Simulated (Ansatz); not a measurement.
`[NH2][AlH][CH2]C=[Se]` and `ClCC=[Se]` differ in one atom or group.

Ansatz, PBE0-D4/def2-TZVP geometries, multiplicity 1. Each molecule was computed in one conformer, which needn't be the lowest.

Scalar relativity is left out up to krypton.

```json
{"property": "LUMO energy (PBE0/def2-TZVPP) / eV", "`[NH2][AlH][CH2]C=[Se]`": "-2.02"}
{"property": "HOMO energy (B3LYP/def2-TZVPP) / eV", "`[NH2][AlH][CH2]C=[Se]`": "-5.66"}
{"property": "size of the dipole moment (ωB97M-V/def2-TZVPP) / D", "`[NH2][AlH][CH2]C=[Se]`": "2.90"}
{"property": "LUMO energy (B3LYP/def2-TZVPP) / eV", "`[NH2][AlH][CH2]C=[Se]`": "-2.18"}
{"property": "HOMO–LUMO gap (B3LYP/def2-TZVPP) / eV", "`[NH2][AlH][CH2]C=[Se]`": "3.48"}
{"property": "HOMO energy (ωB97M-V/def2-TZVPP) / eV", "`[NH2][AlH][CH2]C=[Se]`": "-8.07"}
```

Q: Give the same properties after the change, and the shifts. (Estimate.)

A: The calculation gave: 
| property | `ClCC=[Se]` | shift |
| --- | --- | --- |
| LUMO energy (PBE0/def2-TZVPP) / eV | -2.93 | -0.91 |
| HOMO energy (B3LYP/def2-TZVPP) / eV | -6.40 | -0.74 |
| size of the dipole moment (ωB97M-V/def2-TZVPP) / D | 1.34 | -1.56 |
| LUMO energy (B3LYP/def2-TZVPP) / eV | -3.11 | -0.93 |
| HOMO–LUMO gap (B3LYP/def2-TZVPP) / eV | 3.29 | -0.19 |
| HOMO energy (ωB97M-V/def2-TZVPP) / eV | -8.82 | -0.75 |

With PBE0 the HOMO falls by 0.74 eV and the LUMO falls by 0.91 eV, so the gap narrows by about 0.17 eV. PBE moves the HOMO by -0.71 eV and ωB97M-V by -0.75 eV. The zero-point energy changes by -82.1 kJ/mol with -12 modes. Dipoles are sizes alone; their direction can turn.

B3LYP here is the variant with VWN-RPA as its local correlation; programs differ in this.

Spin–orbit coupling is left out; it splits and shifts lone-pair levels of the heavy atoms by tenths of an eV.
